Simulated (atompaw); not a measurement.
## C (Z = 6): one change to a PAW (atompaw) potential, before and after

carbon, PAW, made with atompaw 4.2.0.5 (PBEsol, scalar-relativistic). Core [He], reference 2s1.5 2p2.5. Waves: 2s (bound): rc 2.90 bohr; 2s channel at -0.7 Ry: rc 2.90 bohr; 2p (bound): rc 2.90 bohr; 2p channel at 1.3 Ry: rc 2.90 bohr. Local part: ultrasoft scheme with l = 2 at 1 Ry, radius 2.25 bohr. Core correction: smooth core density matched at 2.65 bohr. Augmentation charge: besselshape compensation charge, radius 2.45 bohr; PAW radius 2.90 bohr; waves and projectors: custom polynom2 7 10 vanderbiltortho.

Change: wave 2s (bound): rc 2.90 bohr becomes 2s (bound): rc 2.04 bohr.

Cutoffs: the cutoffs (Ry, on a coarse ladder) from which the occupation-weighted sum of valence levels, in a spherical-Bessel basis at the reference potential, stays within 10 and 1 mRy of its value at 400 Ry; they do not see the model core or the augmentation charge, which bear on the density cutoff.

**Question.** What does the change do?

**Answer.** The potential gets softer (10 Ry and 30 Ry → 10 Ry and 21 Ry); neither file shows a bound ghost.

| quantity | base | changed |
| --- | --- | --- |
| cutoff, loose | 10 Ry | 10 Ry |
| cutoff, tight | 30 Ry | 21 Ry |
| loose cutoff by channel (10 mRy a level) | s 6 Ry, p 8 Ry | s 8 Ry, p 8 Ry |
| bound ghosts | none | none |
| s: phases at 2.92 bohr within 0.05 rad from the reference energy up to (Ry; the scan ends near 5) | 0.9 | 0.0 |
| p: phases at 2.92 bohr within 0.05 rad from the reference energy up to (Ry; the scan ends near 5) | 3.5 | 3.5 |
| lowest overlap eigenvalue by channel | s 0.82, p 0.89 | s 0.01, p 0.89 |

 The cutoffs see the waves, projectors and local potential, not the compensation charge or the core.
